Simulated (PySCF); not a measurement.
Gas-phase reaction: 2 MoOF4 + 4 F → 2 MoF6 + O2

Energies from PySCF (xtb for GFN2), thermal terms from the rigid-rotor harmonic-oscillator model, ideal gas at 1 bar. † marks an energy on the PBE0/def2-TZVP geometry and frequencies; other levels use their own. CCSD(T) freezes the core. Open shells (unrestricted): F (multiplicity 2, electronic degeneracy 6), O2 (multiplicity 3); the rest are closed-shell singlets. GFN2 has no spin-polarisation term. Spin-orbit splitting is ignored; it lowers the true energy and changes the entropy of F. B3LYP is the form with VWN-RPA correlation. Mo: scalar-relativistic def2 core potential, no spin-orbit coupling. CCSD(T) isn't extrapolated to the basis-set limit. The harmonic model lacks anharmonicity and excited electronic states, which grow with temperature; levels with a mode under 35 cm⁻¹ are left out. Soft modes under 120 cm⁻¹ make the harmonic entropy rough for MoOF4, MoF6. Warning, large T1 diagnostic: MoF6, MoOF4 (CCSD(T)/def2-SVP†).

```csv
level,"ΔE electronic, kJ","ΔH°(298 K), kJ","ΔS°(298 K), J/K","ΔG°(1800 K), kJ"
B3LYP/def2-TZVP†,-883,-873,-408,-133
BLYP/def2-TZVP†,-971,-961,-408,-220
CCSD(T)/def2-SVP†,-733,-723,-408,18
GFN2-xTB,-1097,-1086,-432,-301
M06-2X/def2-TZVP†,-818,-808,-408,-67
PBE/def2-TZVP†,-1021,-1011,-408,-271
PBE0/def2-SVP†,-927,-917,-408,-177
PBE0/def2-TZVP,-874,-864,-408,-124
r2SCAN/def2-TZVP†,-965,-955,-408,-214
LDA/def2-TZVP†,-1308,-1298,-408,-558
ωB97X-V/def2-TZVP†,-893,-883,-408,-142
```
ΔH° is lowest at LDA/def2-TZVP† and highest at CCSD(T)/def2-SVP†. No reference value is set beside these.
